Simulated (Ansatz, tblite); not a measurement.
Removing and adding an electron: `Cc1cc(-c2sc(-c3sc(-c4sc(S)cc4C)cc3C)cc2C)sc1S`. The state is a singlet with charge 0. Geometry: r2SCAN-D4/def2-SVP. Ansatz, gas phase; energy differences of separate SCF runs; the oxidised species was run as a doublet alone; the reduced species was run as a doublet alone.

| atom | x (Å) | y (Å) | z (Å) |
| --- | --- | --- | --- |
| C1 | 2.510 | -3.719 | -5.103 |
| C2 | 1.980 | -4.000 | -3.731 |
| C3 | 1.411 | -3.009 | -2.888 |
| C4 | 0.965 | -3.477 | -1.656 |
| C5 | 0.374 | -2.707 | -0.590 |
| S6 | 0.254 | -0.972 | -0.779 |
| C7 | -0.500 | -0.774 | 0.781 |
| C8 | -0.867 | 0.534 | 1.257 |
| S9 | -0.031 | 1.942 | 0.653 |
| C10 | -0.999 | 3.029 | 1.619 |
| C11 | -0.829 | 4.460 | 1.595 |
| S12 | -1.885 | 5.447 | 2.582 |
| C13 | -1.162 | 6.918 | 2.004 |
| S14 | -1.612 | 8.495 | 2.632 |
| C15 | -0.136 | 6.644 | 1.124 |
| C16 | 0.071 | 5.258 | 0.881 |
| C17 | 1.124 | 4.747 | -0.055 |
| C18 | -1.911 | 2.295 | 2.372 |
| C19 | -1.854 | 0.895 | 2.181 |
| C20 | -2.774 | -0.066 | 2.870 |
| C21 | -0.650 | -2.013 | 1.394 |
| C22 | -0.164 | -3.109 | 0.636 |
| C23 | -0.224 | -4.523 | 1.127 |
| S24 | 1.242 | -5.198 | -1.546 |
| C25 | 1.970 | -5.252 | -3.127 |
| S26 | 2.472 | -6.788 | -3.819 |
| H27 | 3.075 | -4.579 | -5.487 |
| H28 | 3.166 | -2.835 | -5.095 |
| H29 | 1.688 | -3.510 | -5.808 |
| H30 | 1.333 | -1.958 | -3.178 |
| H31 | -2.894 | 8.507 | 2.185 |
| H32 | 0.453 | 7.433 | 0.651 |
| H33 | 0.688 | 4.194 | -0.904 |
| H34 | 1.710 | 5.582 | -0.465 |
| H35 | 1.823 | 4.059 | 0.449 |
| H36 | -2.626 | 2.771 | 3.048 |
| H37 | -3.669 | 0.454 | 3.242 |
| H38 | -2.289 | -0.545 | 3.737 |
| H39 | -3.096 | -0.870 | 2.190 |
| H40 | -1.067 | -2.132 | 2.394 |
| H41 | -0.732 | -4.571 | 2.101 |
| H42 | -0.770 | -5.177 | 0.427 |
| H43 | 0.783 | -4.957 | 1.251 |
| H44 | 3.649 | -6.924 | -3.152 |

The xTB rows come from tblite. Single mean-field runs in def2-TZVP are fitted with def2-universal-jkfit.

| level | −HOMO (eV) | vertical IE (eV) | −LUMO (eV) | vertical EA (eV) | HOMO–LUMO gap (eV) | IE − EA (eV) | remarks |
| --- | --- | --- | --- | --- | --- | --- | --- |
| GFN1-xTB | 10.14 | 11.78 | 8.35 | 6.66 | 1.79 | 5.11 | – |
| GFN2-xTB | 9.72 | 11.27 | 8.00 | 6.43 | 1.73 | 4.84 | – |
| PBE-D4/def2-TZVP | 4.57 | 6.15 | 2.70 | 1.24 | 1.87 | 4.90 | HOMO above zero (-1 doublet) |
| PBE0-D4/def2-TZVP | 5.32 | 6.37 | 2.12 | 1.15 | 3.19 | 5.22 | – |

   A HOMO above zero means that the electron is unbound at that level or that self-interaction error raises the level; the energy of removing that electron tells which. Raw xTB energy differences between charge states are shifted by several eV; the methods need an empirical correction for them. Sets without diffuse functions give affinities that are too small.
